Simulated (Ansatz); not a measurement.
System: C5H12O, net charge 0, singlet state. SMILES: CC(C)CCO
Coordinates optimised at B3LYP-D3(BJ)/def2-TZVP (Ansatz, a first-principles code):
```
C
H 1 1.0970
C 1 1.5290 2 107.78
H 3 1.0918 1 111.33 2 60.29
H 3 1.0919 4 108.03 1 122.37
H 3 1.0935 4 107.74 5 116.12
C 1 1.5304 2 107.94 3 -119.37
H 7 1.0908 1 112.21 2 -56.72
H 7 1.0919 8 107.54 1 -122.16
H 7 1.0938 8 107.79 9 -115.87
C 1 1.5327 2 107.78 3 118.91
H 11 1.0935 1 109.31 2 -64.35
H 11 1.0949 12 106.60 1 118.41
C 11 1.5165 12 107.64 13 116.62
H 14 1.0956 11 110.71 12 -172.91
H 14 1.0985 15 107.75 11 119.96
O 14 1.4273 15 110.27 16 120.76
H 17 0.9623 14 108.80 15 -56.14
```

Wanted: atomisation energy, in kcal/mol. Set-up: spin-orbit terms left out; frozen cores in correlated levels; non-relativistic; no dispersion term unless named; open shells spin-unrestricted; atomisation electronic, to ground-state atoms. Basis-set limits of correlation are two-point, X^-3; Hartree-Fock from the larger set. Ab initio and DFT rows: single points at B3LYP-D3(BJ) geometries (Ansatz).

| species | coefficient | E at HF/STO-3G (Ansatz), Eh | E at PBE/def2-TZVPD (Ansatz), Eh |
|---|---|---|---|
| CC(C)CCO | -1 | -267.86796 | -272.71684 |
| C atom | +5 | -37.19839 | -37.79605 |
| H atom | +12 | -0.46658 | -0.49962 |
| O atom | +1 | -73.80415 | -75.01069 |

Coupled cluster (Ansatz) is a level with limits of its own, used here on species with T1 under 0.025 (0.045 for open shells) and stable references: CCSD(T)/CBS(cc-pVTZ,cc-pVQZ). Value to compare with, CCSD(T)/CBS(cc-pVTZ,cc-pVQZ) (Ansatz): 1692.2 kcal/mol. 1 Eh = 627.5095 kcal/mol.

Work the quantity out at each level, and compare with CCSD(T)/CBS(cc-pVTZ,cc-pVQZ) (Ansatz).


- HF/STO-3G: the sum of coefficient times E is 2.47290 Eh, or 1551.77 kcal/mol. Result: 1551.8 kcal/mol. Its difference against CCSD(T)/CBS(cc-pVTZ,cc-pVQZ) (Ansatz) is -140.4 kcal/mol.
- PBE/def2-TZVPD: the sum of coefficient times E is 2.73046 Eh, or 1713.39 kcal/mol. Result: 1713.4 kcal/mol. Its difference against CCSD(T)/CBS(cc-pVTZ,cc-pVQZ) (Ansatz) is 21.2 kcal/mol.
